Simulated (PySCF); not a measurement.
C3H3BF2, SMILES B(C#C)(F)CF.

Coordinates come from a B3LYP-D3(BJ)/def2-SVP optimisation. The structure was generated by enumeration, and PubChem lists no compound with its InChIKey, so it may never have been made. The values are those of a single conformer.

Two levels are set side by side: TDA-PBE/def2-SVPD (PySCF) and TDA-ωB97X/def2-SVPD (PySCF). Vertical, same geometry. The lowest singlet is HOMO→LUMO 99 % with PBE and HOMO→LUMO 94 % with the other functional; states are paired by order. Differences are taken from unrounded values.

| quantity | TDA-ωB97X | TDA-PBE | TDA-PBE minus TDA-ωB97X |
|---|---|---|---|
| lowest singlet excitation (eV) | 5.02 | 4.58 | -0.43 |
| lowest triplet excitation (TDA) (eV) | 4.49 | 4.20 | -0.28 |
| first bright state (f over 0.05) (eV) | 8.14 | 5.54 | -2.61 |
| its oscillator strength | 0.08 | 0.07 | -0.01 |

A lower first singlet is the usual sign of a functional without exact exchange. Differences between two approximate levels are no errors against the true value.

Rough cost on one machine, each run with all the roots and properties that it gave: TDA-ωB97X against TDA-PBE about 4 times.
